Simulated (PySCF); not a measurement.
One of the candidates below gave these computed data.

All candidates are C7H5NO.

* UV, strongest line: among the 8 lowest singlet transitions: S5 at 6.89 eV (180 nm, f = 0.488) [TDDFT wB97X-D/def2-SVPD]
* Rotational structure: rotational constants A, B, C: 4.045, 1.674, 1.184 GHz [GFN2-xTB]
* NMR, other nuclei: isotropic shieldings of nuclei other than C and H, by class: -159 (1 N), -25 (1 O) ppm [GIAO PBE0/pcSseg-1]
* Polarisability: 85.6 au [wB97X-D/def2-SVPD]
* 1H NMR: chemical shifts (computed TMS as zero) by class: 8.72 (1 H), 8.09 (1 H), 7.95 (1 H), 7.85 (1 H), 7.65 (1 H) ppm [GIAO PBE0/pcSseg-1]
* 13C NMR: chemical shifts (computed TMS as zero) by class: 170.6 (1 C), 149.6 (1 C), 133.4 (1 C), 129.2 (1 C), 128.3 (1 C), 126.9 (1 C), 115.0 (1 C) ppm [GIAO PBE0/pcSseg-1]

Gas-phase values; electronic properties from PySCF, density fitting. Levels stand in brackets. Geometry: GFN2-xTB; no solvent, vibrations or thermal averaging. NMR classes are plain means over equivalent atoms (diastereotopic ones count apart unless rotation or inversion swaps them), as if these changed places fast.

**Question.** Which candidate is it?
A. `c1cc2ccoc2cn1`
B. `c1ccc2oncc2c1`
C. `c1ccc2ocnc2c1`
D. `C#CC#CC(=O)NC=C`
E. `C#Cc1ccc[n+]([O-])c1`

**Answer.** B. It is `c1ccc2oncc2c1`. Numbering: `[cH:1]1[cH:2][cH:3][c:4]2[o:5][n:6][cH:7][c:8]2[cH:9]1`. Its formula, C7H5NO, gives 6 degrees of unsaturation: 2 rings and 4 π bonds in the structure found (Kekulé form). 7 carbons fall into 7 classes; from least to most shielded: ring-fusion aromatic carbon [C4] (170.6 ppm), aromatic CH next to a ring nitrogen [C7] (149.6 ppm), aromatic CH carbon [C2] (133.4 ppm), ring-fusion aromatic carbon [C8] (129.2 ppm), aromatic CH carbon [C1] (128.3 ppm), aromatic CH carbon [C9] (126.9 ppm), aromatic CH carbon [C3] (115.0 ppm). Hydrogen classes from least to most shielded: 1 H on an aromatic CH next to a ring nitrogen, C7 (8.72 ppm), 1 H on an aromatic CH carbon, C9 (8.09 ppm), 1 H on an aromatic CH carbon, C3 (7.95 ppm), 1 H on an aromatic CH carbon, C2 (7.85 ppm), 1 H on an aromatic CH carbon, C1 (7.65 ppm). The other shieldings belong to: -159 ppm, pyridine-type nitrogen [N6]; -25 ppm, ring oxygen [O5]. The optimised geometry has point group Cs and is an asymmetric top.

The others, at the same levels:
- `c1cc2ccoc2cn1` fails: its computed 13C shifts are 157.9 (1 C), 152.9 (1 C), 148.0 (1 C), 140.3 (1 C), 138.7 (1 C), 120.1 (1 C), 112.7 (1 C) ppm and 1H shifts are 9.21 (1 H), 8.88 (1 H), 7.82 (1 H), 7.81 (1 H), 7.10 (1 H) ppm.
- `C#Cc1ccc[n+]([O-])c1` fails: its computed 13C shifts are 148.1 (1 C), 144.8 (1 C), 132.3 (1 C), 129.9 (1 C), 127.7 (1 C), 92.4 (1 C), 84.5 (1 C) ppm, 1H shifts are 8.42 (1 H), 8.25 (1 H), 7.32 (1 H), 7.14 (1 H), 2.98 (1 H) ppm and rotational constant A is 3.627 GHz (against 4.045 GHz).
- `C#CC#CC(=O)NC=C` fails: its computed 13C shifts are 150.3 (1 C), 135.8 (1 C), 97.4 (1 C), 81.2 (1 C), 78.6 (1 C), 72.8 (1 C), 71.5 (1 C) ppm, 1H shifts are 7.38 (1 H), 6.77 (1 H), 4.63 (1 H), 4.62 (1 H), 1.75 (1 H) ppm and rotational constant A is 5.121 GHz (against 4.045 GHz).
- `c1ccc2ocnc2c1` fails: its computed 13C shifts are 157.3 (1 C), 156.6 (1 C), 147.6 (1 C), 129.7 (1 C), 129.4 (1 C), 126.9 (1 C), 115.8 (1 C) ppm and 1H shifts are 8.27 (1 H), 7.91 (1 H), 7.85 (1 H), 7.75 (1 H), 7.73 (1 H) ppm.

Each candidate is one conformer, not necessarily the lowest. The conformers computed, where there is a choice (atom-mapped SMILES and torsion angles):
- `[CH:1]#[C:2][C:3]#[C:4][C:5](=[O:6])[NH:7][CH:8]=[CH2:9]`: C4–C5–N7–C8 180°, C5–N7–C8–C9 180°
